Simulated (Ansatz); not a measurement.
Reaction (formal exchange of groups at the Si–S bond): `O=CS[SiH3]` + `C#CC[SeH]` → `[SiH3]C[SeH]` + `C#CSC=O`

Program: Ansatz. Geometries: PBE0-D4/def2-TZVP. ΔE: electronic, gas phase. CCSD(T)/CBS is the MP2 limit (def2-TZVPP, def2-QZVPP) plus CCSD(T) − MP2 in def2-TZVPP, frozen cores. For Se outer-core shells are correlated without core-valence functions, which leaves a few kJ/mol of doubt a bond. Scalar relativity is left out up to krypton. One conformer a species, not always the lowest.

```csv
species,CCSD(T)/CBS(def2) energy (Eh)
`O=CS[SiH3]`,-802.48876
`C#CC[SeH]`,-2517.19031
`[SiH3]C[SeH]`,-2731.43590
`C#CSC=O`,-588.21435
```

Q: Work out ΔE.

A: ΔE = (-2731.43590) + (-588.21435) − (-802.48876) − (-2517.19031) = 0.02882 Eh = +18.1 kcal/mol.

Q: What do rigid-rotor, harmonic-oscillator terms from PBE0-D4/def2-TZVP frequencies (298.15 K, 1 bar) make of the CCSD(T)/CBS value? (Estimate.)

A: Computed: ΔZPE = -0.9 kcal/mol, ΔH = +17.2 kcal/mol, ΔS = 3 J/(mol·K), ΔG = +17.0 kcal/mol.

Largest T1 diagnostic among the species: 0.017.

At CCSD(T), def2-SVP lies +1.1 kcal/mol from the extrapolated value and def2-TZVPP −0.0 kcal/mol. In def2-TZVPP, CCSD(T) changes the Hartree–Fock value by −2.6 kcal/mol (the triples alone add −0.6 kcal/mol) and MP2 by −2.7 kcal/mol. From PBE to PBE0 (25 % exact exchange), in def2-TZVPP and without D4, ΔE moves by +1.4 kcal/mol.
